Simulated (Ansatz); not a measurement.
C₂H₈O₂Si, SMILES `CO[SiH](C)O` at its PBE0-D4/def2-TZVP geometry, where that method's forces vanish. Charge 0, multiplicity 1.

| atom | x (Å) | y (Å) | z (Å) |
| --- | --- | --- | --- |
| C1 | 1.017 | 1.307 | -1.373 |
| O2 | -0.028 | 0.925 | -0.513 |
| Si3 | -0.125 | -0.550 | 0.194 |
| C4 | -1.688 | -0.567 | 1.174 |
| O5 | 1.130 | -0.838 | 1.222 |
| H6 | 0.739 | 2.241 | -1.865 |
| H7 | 1.947 | 1.474 | -0.818 |
| H8 | 1.202 | 0.552 | -2.148 |
| H9 | -0.072 | -1.583 | -0.884 |
| H10 | -1.637 | 0.176 | 1.974 |
| H11 | -2.546 | -0.329 | 0.541 |
| H12 | -1.851 | -1.546 | 1.628 |
| H13 | 1.910 | -1.262 | 0.866 |

(1) For each bond, give half the difference of the two atoms' forces along it (eV/Å; positive pushes the atoms apart) under PBE-D4, r2SCAN-D4, B3LYP-D4, ωB97M-V in def2-TZVPP. (Estimate.)

## Answers

(1) Computed: 
```csv
bond,length (Å),PBE-D4,r2SCAN-D4,B3LYP-D4,ωB97M-V
C1–O2,1.406,0.25,0.31,0.30,0.28
C1–H6,1.092,0.08,-0.06,-0.13,-0.11
C1–H7,1.096,0.08,-0.06,-0.09,-0.11
C1–H8,1.098,0.07,-0.06,-0.08,-0.11
O2–Si3,1.640,0.23,-0.03,0.01,0.01
Si3–C4,1.845,-0.07,-0.02,0.03,-0.02
Si3–O5,1.648,0.26,0.04,0.13,0.12
Si3–H9,1.494,-0.05,-0.05,-0.13,-0.16
C4–H10,1.093,0.10,0.00,-0.04,-0.04
C4–H11,1.092,0.10,-0.01,-0.04,-0.04
C4–H12,1.092,0.11,-0.01,-0.05,-0.04
O5–H13,0.957,0.33,0.02,-0.02,-0.06
```

B3LYP here is the variant with VWN-RPA as its local correlation; programs differ in this.
